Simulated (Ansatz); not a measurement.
A run for Ansatz (an electronic-structure program): U-CCSD(T)/def2-TZVPP on FHOPb (SMILES [OH][Pb][F]), a point of a bond scan (R = 0.966 Å). Elements past Kr take the def2 small-core potentials; no spin–orbit coupling. The run froze 11 orbitals, filled d shells among them.

Ansatz 0.2 input:
```yaml
crystal:
  periodic: [false, false, false]
  atoms:
    - {symbol: Pb, position_ang: [0.11984709, 0.02505711, 0.23369822]}
    - {symbol: F, position_ang: [-0.29894545, 1.35257794, -1.30236435]}
    - {symbol: O, position_ang: [-0.75278508, -1.60708419, -0.73088014]}
    - {symbol: H, position_ang: [-1.11467184, -1.37121089, -1.59493347]}
basis:
  gaussian:
    orbitals: def2-TZVPP
correlation: {method: ccsd_t, electrons: outside_noble_gas}
scf: {omitted_lower_state_checks: [cluster_reference]}
magnetization: {spin_polarized: true, initial_magnetization: 0}
```

What total energy does the run end on?

-367.4545 hartree (reference determinant -366.8476, T1 diagnostic 0.019).

How many basis functions does it have, and what does it roughly cost on one machine?

126 functions; roughly 24 core-seconds.
